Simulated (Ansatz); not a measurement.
Reaction (formal exchange of groups at the Si–C bond): `NC(F)[SiH2]Cl` + `C=C[SiH3]` → `[SiH3]/C=C\[SiH2]Cl` + `NCF`

Program: Ansatz. Geometries: PBE0-D4/def2-TZVP. ΔE: electronic, gas phase. CCSD(T)/CBS adds triple-zeta CCSD(T) − MP2 to the extrapolated MP2 energy (def2 sets, frozen cores). DFT in def2-TZVPP. Each species was taken in one conformer, which may not be the lowest.

| level | ΔE (kJ/mol) |
| --- | --- |
| PBE-D4 | -16.4 |
| PBE0-D4 | -19.4 |
| B2PLYP | -15.9 |
| r2SCAN | -14.9 |
| PBE0 | -16.1 |
| SCS-MP2/def2-TZVPP | -20.8 |
| HF/CBS(def2) | -17.4 |
| CCSD/CBS(def2) | -18.5 |

What does CCSD(T)/CBS give? (Estimate.)

Ansatz gave: -19.0 kJ/mol. The listed levels differ from it by 2.6, -0.4, 3.1, 4.1, 2.9, -1.8, 1.6, 0.5 kJ/mol.

Largest T1 diagnostic among the species: 0.011.

The D4 term adds −5.7 kJ/mol with B3LYP and −3.3 kJ/mol with PBE0; it sums over pairs of atoms, weighted by their polarisabilities, and B3LYP, whose exchange is more repulsive, gets the larger term. From PBE to PBE0 (25 % exact exchange), in def2-TZVPP and without D4, ΔE moves by −3.2 kJ/mol.

B3LYP here is the variant with VWN-RPA as its local correlation; programs differ in this.
